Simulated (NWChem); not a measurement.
System: CH$_{5}$InO$_{3}$; SMILES C[O][In]([OH])[OH]

Here is an NWChem input.

```
start job
memory heap 200 mb stack 900 mb global 1100 mb
geometry units angstroms noautoz
  In    -0.004529     0.324886    -0.000506
  O      1.256705     1.902709     0.000330
  H      2.171003     1.555063     0.002157
  O     -2.003348     0.611832    -0.001652
  H     -2.162092     1.577170    -0.001892
  O      0.808949    -1.527344     0.009568
  C     -0.006745    -2.681889    -0.005311
  H     -0.615888    -2.786618    -0.934982
  H      0.660155    -3.572225     0.048269
  H     -0.708803    -2.748455     0.859943
end
basis spherical
  * library def2-tzvpp
end
ecp
  In library def2-ecp
end
dft
  xc xpbe96 cpbe96
  iterations 150
  semidirect filesize 400000000
  mulliken
end
task dft energy
```

Structure relaxed at the PBE-D3(BJ)/def2-SVP level. Not confirmed as a minimum by frequencies. def2 effective core potentials on In; no spin-orbit coupling.

Problem. Predict the main results of this run. (PBE/def2-TZVPP with def2 effective core potentials on In.) Quantities: basis functions; energy (Ha); highest occupied level (eV); orbital gap (eV); dipole (D).

Solution. The number of basis functions comes out as 244. The energy (Ha) comes out as -456.78, the highest occupied level (eV) comes out as -6.21 and the orbital gap (eV) is 3.10. The dipole (D) is 0.28.
